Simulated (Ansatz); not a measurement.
Ge₃Sb₂⁻. Total charge -1; doublet. Geometry r2SCAN-D4/def2-SVPD.

Cartesian coordinates in Å:
```
Sb -0.650 -1.531 -0.443
Sb 1.495 0.076 -1.542
Ge -1.204 0.404 1.588
Ge 1.193 -0.179 1.146
Ge -0.833 1.229 -0.749
```

In the def2 sets Sb takes a core potential; there is no spin–orbit coupling. At PBE-D4/def2-TZVPD, r2SCAN-D4/def2-TZVPD, B97M-V/def2-TZVPD the highest occupied level of the charge -1 doublet lies above zero (up to 0.53 eV). It is a level of α spin, whose loss leaves a singlet; that state wasn't run at this geometry and level. The electron is either unbound and held by the finite basis, or the level is raised by self-interaction error. Another isomer (doublet) lies 0.02 eV lower at PBE-D4/def2-TZVPD; other spin states weren't run for this one.

Problem. Estimate the α-spin orbital energies around the gap (eV) in Ansatz with PBE-D4/def2-TZVPD, r2SCAN-D4/def2-TZVPD, B97M-V/def2-TZVPD, PBE0-D4/def2-TZVPD, BHLYP-D4/def2-TZVPD.

Solution. 
| orbital | PBE-D4/def2-TZVPD | r2SCAN-D4/def2-TZVPD | B97M-V/def2-TZVPD | PBE0-D4/def2-TZVPD | BHLYP-D4/def2-TZVPD |
| --- | --- | --- | --- | --- | --- |
| HOMO−5 | -2.17 | -2.47 | -2.38 | -3.20 | -3.97 |
| HOMO−4 | -2.02 | -2.26 | -2.12 | -2.81 | -3.37 |
| HOMO−3 | -1.54 | -1.76 | -1.63 | -2.35 | -2.92 |
| HOMO−2 | -1.45 | -1.68 | -1.56 | -2.25 | -2.84 |
| HOMO−1 | -0.96 | -1.15 | -1.10 | -1.78 | -2.41 |
| HOMO | 0.53 | 0.30 | 0.41 | -0.23 | -0.80 |
| LUMO | 1.37 | 1.43 | 1.50 | 1.96 | 2.66 |
| LUMO+1 | 1.92 | 2.06 | 1.96 | 2.48 | 3.09 |
| LUMO+2 | 2.07 | 2.31 | 2.14 | 2.63 | 3.21 |
| LUMO+3 | 2.27 | 2.45 | 2.37 | 2.88 | 3.48 |
| LUMO+4 | 2.36 | 2.47 | 2.49 | 2.98 | 3.69 |
| LUMO+5 | 2.66 | 2.99 | 2.74 | 3.25 | 3.90 |
| β HOMO | -0.83 | -1.04 | -0.98 | -1.62 | -2.24 |
| β LUMO | 1.00 | 1.13 | 1.12 | 1.57 | 2.26 |
